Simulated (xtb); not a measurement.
HO (SMILES [OH]), doublet, geometry from GFN2-xTB; GFN2-xTB run with xtb.

The xtb input:
```
$ xtb mol.xyz --gfn 2 --uhf 1 --ohess --json

# file mol.xyz
2

O     -0.00000000    -0.00000000    -0.10703614
H      0.00000000     0.00000000     0.85628915
```

Problem. Predict the main parts of the log of this xtb run.

Solution. 
```
   ID    Z sym.   atoms
    1    8 O      1
    2    1 H      2

           -------------------------------------------------
          |                Calculation Setup                |
           -------------------------------------------------

           -------------------------------------------------
          |                 G F N 2 - x T B                 |
           -------------------------------------------------

          ...................................................
          :                      SETUP                      :
          :.................................................:
          :  # basis functions                   5          :
          :  # atomic orbitals                   5          :
          :  # shells                            3          :
          :  # electrons                         7          :
          :  max. iterations                   250          :
          :  Hamiltonian                  GFN2-xTB          :
          :  restarted?                      false          :
          :  GBSA solvation                  false          :
          :  PC potential                    false          :
          :  electronic temp.          300.0000000     K    :
          :  accuracy                    1.0000000          :
          :  -> integral cutoff          0.2500000E+02      :
          :  -> integral neglect         0.1000000E-07      :
          :  -> SCF convergence          0.1000000E-05 Eh   :
          :  -> wf. convergence          0.1000000E-03 e    :
          :  Broyden damping             0.4000000          :
          :  net charge                          0          :
          :  unpaired electrons                  1          :
          ...................................................

 iter      E             dE          RMSdq      gap      omega  full diag
   1     -4.4445242 -0.444452E+01  0.378E+00   16.97       0.0  T
   2     -4.4445603 -0.360670E-04  0.228E+00   16.93       1.0  T
   3     -4.4445915 -0.312159E-04  0.896E-02   16.86       1.0  T
   4     -4.4445921 -0.613575E-06  0.179E-02   16.87       3.9  T
   5     -4.4445922 -0.173211E-07  0.734E-03   16.87       9.6  T
   6     -4.4445922 -0.170241E-07  0.555E-05   16.87    1274.9  T
   7     -4.4445922 -0.689226E-12  0.398E-06   16.87   17786.4  T

   *** convergence criteria satisfied after 7 iterations ***

         :::::::::::::::::::::::::::::::::::::::::::::::::::::
         ::                     SUMMARY                     ::
         :::::::::::::::::::::::::::::::::::::::::::::::::::::
         :: total energy              -4.428374988918 Eh    ::
         :: gradient norm              0.000000459953 Eh/a0 ::
         :: HOMO-LUMO gap             16.869698975560 eV    ::
         ::.................................................::
         :: SCC energy                -4.444592175977 Eh    ::
         :: -> isotropic ES            0.014460908957 Eh    ::
         :: -> anisotropic ES         -0.001741957299 Eh    ::
         :: -> anisotropic XC         -0.000565069402 Eh    ::
         :: -> dispersion             -0.000052833797 Eh    ::
         :: repulsion energy           0.016217187058 Eh    ::
         :: add. restraining           0.000000000000 Eh    ::
         :: total charge              -0.000000000000 e     ::
         :::::::::::::::::::::::::::::::::::::::::::::::::::::

      -----------------------------------------------------------
     |                   =====================                   |
     |                        A N C O P T                        |
     |                   =====================                   |
     |               Approximate Normal Coordinate               |
     |                Rational Function Optimizer                |
      -----------------------------------------------------------
      -----------------------------------------------------------
     |                   =====================                   |
     |                        A N C O P T                        |
     |                   =====================                   |
     |               Approximate Normal Coordinate               |
     |                Rational Function Optimizer                |
      -----------------------------------------------------------

          ...................................................
          :                      SETUP                      :
          :.................................................:
          :   optimization level            normal          :
          :   max. optcycles                   200          :
          :   ANC micro-cycles                  20          :
          :   degrees of freedom                 1          :
          :.................................................:
          :   RF solver                   davidson          :
          :   write xtbopt.log                true          :
          :   linear (good luck)              true          :
          :   energy convergence         0.5000000E-05 Eh   :
          :   grad. convergence          0.1000000E-02 Eh/α :
          :   maxmium RF displ.          1.0000000          :
          :   Hlow (freq-cutoff)         0.1000000E-01      :
          :   Hmax (freq-cutoff)         5.0000000          :
          :   S6 in model hess.         20.0000000          :
          ...................................................

generating ANC from exact Hessian ...
Using Lindh-Hessian (1995)
 Shifting diagonal of input Hessian by    0.0000000000000000
 Lowest  eigenvalues of input Hessian
    0.000000    0.000000    0.000000    0.000000    0.000000    1.233328
 Highest eigenvalues
    0.000000    0.000000    0.000000    0.000000    0.000000    1.233328

........................................................................
.............................. CYCLE    1 ..............................
[...]
 * total energy  :    -4.4283750 Eh     change       -0.8881784E-14 Eh
   *** GEOMETRY OPTIMIZATION CONVERGED AFTER 1 ITERATIONS ***
         :: total energy              -4.428374988918 Eh    ::
[...]
         1        2.0000           -0.7066870             -19.2299
         2        2.0000           -0.5842470             -15.8982
         3        1.5000           -0.4992826             -13.5862
         4        1.5000           -0.4992826             -13.5862 (HOMO)
         5                          0.1206674               3.2835 (LUMO)
      -------------------------------------------------------------
                  HL-Gap            0.6199501 Eh           16.8697 eV
             Fermi-level           -0.3442951 Eh           -9.3687 eV

     #   Z          covCN         q      C6AA      α(0)
     1   8 O        0.805    -0.331    20.367     6.049
     2   1 H        0.805     0.331     0.635     1.252

 Mol. C6AA /au·bohr⁶  :         28.057279
 Mol. C8AA /au·bohr⁸  :        528.887187
 Mol. α(0) /au        :          7.301447

Wiberg/Mayer (AO) data.
largest (>0.10) Wiberg bond orders for each atom

 ---------------------------------------------------------------------------
     #   Z sym  total        # sym  WBO       # sym  WBO       # sym  WBO
 ---------------------------------------------------------------------------
     1   8 O    0.891 --     2 H    0.891
     2   1 H    0.891 --     1 O    0.891
 ---------------------------------------------------------------------------

Topologies differ in total number of bonds
Writing topology from bond orders to xtbtopo.mol

molecular dipole:
                 x           y           z       tot (Debye)
 q only:        0.000       0.000       0.602
   full:        0.000       0.000       0.814       2.069
molecular quadrupole (traceless):
                xx          xy          yy          xz          yz          zz
 q only:       -0.426       0.000      -0.426       0.000       0.000       0.853
  q+dip:       -0.555       0.000      -0.555       0.000       0.000       1.111
   full:       -0.482       0.000      -0.482       0.000       0.000       0.965

           -------------------------------------------------
          |               Frequency Printout                |
           -------------------------------------------------
 vibrational frequencies (cm⁻¹)
eigval :        0.00     0.00     0.00     0.00     0.00  3576.21
 reduced masses (amu)
   1: 15.11   2: 15.11   3: 15.11   4:  1.90   5:  1.90   6:  1.90
 IR intensities (km·mol⁻¹)
   1:  0.00   2:  0.00   3:  0.00   4:205.53   5:205.53   6: 39.28
 Raman intensities (Ä⁴*amu⁻¹)
Molecule has the following symmetry elements: (Cinf) (sigma)
It seems to be the Cinfv point group
   1:  0.00   2:  0.00   3:  0.00   4:  0.00   5:  0.00   6:  0.00
 output can be read by thermo (or use thermo option).
 writing <g98.out> molden fake output.
 recommended (thermochemical) frequency scaling factor: 1.0
           -------------------------------------------------
          |             Thermodynamic Functions             |
           -------------------------------------------------

cin symmetry found (for desy threshold:  0.10E+00) used in thermo

          ...................................................
          :                      SETUP                      :
          :.................................................:
          :  # frequencies                           1      :
          :  # imaginary freq.                       0      :
          :  linear?                              true      :
          :  only rotor calc.                    false      :
          :  symmetry                              cin      :
          :  rotational number                       1      :
          :  scaling factor                  1.0000000      :
          :  rotor cutoff                   50.0000000 cm⁻¹ :
          :  imag. cutoff                  -20.0000000 cm⁻¹ :
          :.................................................:

    mode    ω/cm⁻¹     T·S(HO)/kcal·mol⁻¹    T·S(FR)/kcal·mol⁻¹   T·S(vib)
   ------------------------------------------------------------------------
   ------------------------------------------------------------------------

   temp. (K)  partition function   enthalpy   heat capacity  entropy
                                   cal/mol     cal/K/mol   cal/K/mol   J/K/mol
 298.15  VIB   1.00                    0.000      0.000      0.000
         ROT   10.8                  592.502      1.987      6.719
         INT   10.8                  592.502      1.987      6.719
         TR   0.679E+26             1481.254      4.968     34.422
         TOT                        2073.7558     6.9554    41.1409   172.1337

       T/K    H(0)-H(T)+PV         H(T)/Eh          T*S/Eh         G(T)/Eh
   ------------------------------------------------------------------------
    298.15    0.330474E-02    0.114519E-01    0.195474E-01   -0.809545E-02
   ------------------------------------------------------------------------

         :::::::::::::::::::::::::::::::::::::::::::::::::::::
         ::                  THERMODYNAMIC                  ::
         :::::::::::::::::::::::::::::::::::::::::::::::::::::
         :: total free energy          -4.436470436066 Eh   ::
         ::.................................................::
         :: total energy               -4.428374988918 Eh   ::
         :: zero point energy           0.008147202211 Eh   ::
         :: G(RRHO) w/o ZPVE           -0.016242649359 Eh   ::
         :: G(RRHO) contrib.           -0.008095447148 Eh   ::
         :::::::::::::::::::::::::::::::::::::::::::::::::::::

optimized geometry written to: xtbopt.xyz

           -------------------------------------------------
          | TOTAL ENERGY               -4.428374988918 Eh   |
          | TOTAL ENTHALPY             -4.416923046454 Eh   |
          | TOTAL FREE ENERGY          -4.436470436066 Eh   |
          | GRADIENT NORM               0.000000457274 Eh/α |
          | HOMO-LUMO GAP              16.869699773334 eV   |
           -------------------------------------------------

normal termination of xtb
```
